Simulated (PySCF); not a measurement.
Isomers of C7H9FO, from PBE0-D3(BJ)/def2-SVP geometry optimisation, gas phase (PySCF). One conformer each, no zero-point energy, no frequencies.

Question: Which isomer lies lower at this level?
A. `[CH2:1]=[CH:2][C@H:3]1[CH2:4][CH2:5][C:6]([F:7])=[CH:8][O:9]1` with C1–C2–C3–C4 105°, C2–C3–C4–C5 63°, C3–C4–C5–C6 43°, C4–C5–C6–F7 165°, C6–C8–O9–C3 -13°: A = 3095, B = 1106, C = 1037 MHz, dipole 2.10 D
B. `[CH:1]#[C:2][C@@H:3]1[CH2:4][CH2:5][C@:6]1([F:7])[O:8][CH3:9]` with C5–C6–O8–C9 -174°, C2–C3–C4–C5 -101°, C3–C4–C5–C6 -16°, C4–C5–C6–F7 -93°, C2–C3–C6–C5 100°: A = 2072, B = 1707, C = 1144 MHz, dipole 0.86 D

Answer: A. That is `[C@H]1(OC=C(CC1)F)C=C`, 30.9 kcal/mol below the other.

```
                SMILES                                                  mapped SMILES      E (Eh)  relative (kcal/mol)  relative (kJ/mol)  dipole (D)
   C=C[C@H]1CCC(F)=CO1  [CH2:1]=[CH:2][C@H:3]1[CH2:4][CH2:5][C:6]([F:7])=[CH:8][O:9]1  -446.35886                  0.0                0.0        2.10
C#C[C@@H]1CC[C@]1(F)OC  [CH:1]#[C:2][C@@H:3]1[CH2:4][CH2:5][C@:6]1([F:7])[O:8][CH3:9]  -446.30964                 30.9              129.2        0.86
```

As drawn, the lower has a C=C bond outside aromatic rings, which the higher lacks; the higher has a four-membered ring and a C≡C bond, which the lower lacks.
